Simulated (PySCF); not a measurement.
Several molecules and their computed UV-vis stick spectra, shuffled. Computed with TDDFT PBE0/def2-SVPD, vertical, gas phase, core orbitals frozen in the response (PySCF). Geometries: GFN2-xTB; one conformer of each isolated species. Triplets are in the Tamm–Dancoff approximation. Ions are computed without counter-ions or solvent.

A. `C#CC1=NC1`
B. `C(C(C)(C)C)=S`
C. `C#CCP(C)C=C`
D. `C#C[P+](C)(C)CC`
E. `CO[SiH2]C(=O)O`

Lowest singlet levels (six at most, fewer where fewer were computed) with oscillator strengths:

1. 250 nm (f 0.003); 192 nm (f 0.005); 184 nm (f 0.002); 177 nm (f 0.084); 174 nm (f 0.016); 166 nm (f 0.007); T1 4.27 eV
2. 498 nm (f 0.000); 212 nm (f 0.039); 208 nm (f 0.002); 206 nm (f 0.267); 191 nm (f 0.001); 191 nm (f 0.036); T1 1.97 eV
3. 203 nm (f 0.000); 195 nm (f 0.003); 194 nm (f 0.003); 152 nm (f 0.041); 151 nm (f 0.116); 148 nm (f 0.004); T1 4.90 eV
4. 315 nm (f 0.000); 233 nm (f 0.076); 220 nm (f 0.000); 195 nm (f 0.000); 185 nm (f 0.099); 171 nm (f 0.341); T1 3.34 eV
5. 241 nm (f 0.025); 200 nm (f 0.021); 197 nm (f 0.022); 196 nm (f 0.071); 193 nm (f 0.079); 186 nm (f 0.022); T1 4.22 eV

Problem. Which spectrum belongs to which structure?

Solution. 1 = E, 2 = B, 3 = D, 4 = A, 5 = C.
- A: S1 at 3.94 eV, HOMO→LUMO (99%); Löwdin shares by element: HOMO carbon 52% or more, nitrogen 32% (atoms not listed hold the other 16%); LUMO carbon 63% or more, nitrogen 29%; HOMO -7.71 and LUMO -1.96 eV; point group Cs, 3 of its 6 listed states under f = 0.0005.
- B: S1 at 2.49 eV, HOMO→LUMO (100%); S1 has the pattern of n→π* at C=S; HOMO -6.40 and LUMO -2.09 eV.
- C: S1 at 5.14 eV, HOMO→LUMO (96%); Löwdin shares by element: HOMO phosphorus 53%, carbon 24% or more (atoms not listed hold the other 23%); LUMO carbon 69% or more, phosphorus 9% (atoms not listed hold the other 22%); HOMO -6.75 and LUMO -0.36 eV.
- D: S1 at 6.11 eV, HOMO→LUMO (43%), HOMO-1→LUMO+1 (31%), HOMO-1→LUMO (15%); Löwdin shares by element: HOMO (one of a set within 0.03 eV) carbon 84% or more, phosphorus 6%; LUMO carbon 64% or more, phosphorus 17% (atoms not listed hold the other 19%); HOMO -13.13 and LUMO -4.88 eV.
- E: S1 at 4.96 eV, HOMO→LUMO (92%); Löwdin shares by element: HOMO oxygen 55% or more, carbon 13% or more, silicon 11% (atoms not listed hold the other 21%); LUMO oxygen 39% or more, carbon 37% or more, silicon 14%; HOMO -7.76 and LUMO -0.82 eV.
